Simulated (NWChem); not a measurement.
Molecule: BeSiNH$_{5}$O; SMILES [Be]([NH2])[O][SiH3]

```xyz
9

Be    -0.0001    -1.3506     0.0044
N     -0.0052    -2.8476    -0.0059
H      0.8127    -3.4398    -0.0962
H     -0.8272    -3.4354     0.0760
O      0.0041     0.0706     0.0128
Si    -0.0019     1.7129    -0.0038
H     -0.2589     2.2264    -1.3848
H      1.3175     2.2428     0.4596
H     -1.0688     2.2397     0.9022
```
Atoms are numbered in this order, from 1.

Level: PBE0/def2-SVP (NWChem), optimised geometry, unscaled harmonic frequencies. 

List the harmonic frequencies with IR intensities, and the thermochemistry.


| frequency (cm⁻¹) | IR intensity (km/mol) |
|---|---|
| 17 | 0.0 |
| 41 | 2.6 |
| 69 | 1.7 |
| 326 | 11.4 |
| 368 | 18.6 |
| 430 | 234.2 |
| 519 | 4.6 |
| 682 | 103.6 |
| 738 | 70.7 |
| 741 | 93.2 |
| 953 | 88.1 |
| 956 | 89.1 |
| 997 | 277.3 |
| 1037 | 217.8 |
| 1514 | 36.8 |
| 1606 | 839.8 |
| 2224 | 173.4 |
| 2225 | 172.7 |
| 2232 | 76.7 |
| 3630 | 52.2 |
| 3710 | 35.2 |

```json
{
  "zero_point_energy": "35.7 kcal/mol",
  "thermal correction to the enthalpy at 298.15 K (with zero-point energy)": "40.8 kcal/mol",
  "heat capacity Cv": "21.8 cal/(mol K)",
  "entropy at 298.15 K and 1 atm (symmetry number 1)": "84.8 cal/(mol K)",
  "dipole_moment": "1.46 D"
}
```

Rigid rotor and harmonic oscillator; modes under 100 cm⁻¹ make the entropy uncertain.
